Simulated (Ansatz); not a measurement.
One change: `[OH][AlH][SiH3]` becomes `[SiH3][O][AlH][SiH3]`.

Ansatz, PBE0-D4/def2-TZVP geometries, multiplicity 1. Each molecule was computed in one conformer, which needn't be the lowest.

```csv
property,`[OH][AlH][SiH3]`
LUMO energy (B3LYP/def2-TZVPP) / eV,-1.57
LUMO energy (ωB97M-V/def2-TZVPP) / eV,0.27
HOMO energy (PBE0/def2-TZVPP) / eV,-7.61
LUMO energy (PBE0/def2-TZVPP) / eV,-1.39
HOMO energy (ωB97M-V/def2-TZVPP) / eV,-9.62
HOMO energy (PBE/def2-TZVPP) / eV,-6.49
```

What does the change do to each property? (An estimate is asked.)

Computed: 
| property | `[SiH3][O][AlH][SiH3]` | shift |
| --- | --- | --- |
| LUMO energy (B3LYP/def2-TZVPP) / eV | -1.80 | -0.23 |
| LUMO energy (ωB97M-V/def2-TZVPP) / eV | 0.02 | -0.25 |
| HOMO energy (PBE0/def2-TZVPP) / eV | -7.57 | 0.04 |
| LUMO energy (PBE0/def2-TZVPP) / eV | -1.62 | -0.23 |
| HOMO energy (ωB97M-V/def2-TZVPP) / eV | -9.59 | 0.03 |
| HOMO energy (PBE/def2-TZVPP) / eV | -6.44 | 0.05 |

B3LYP here is the variant with VWN-RPA as its local correlation; programs differ in this.
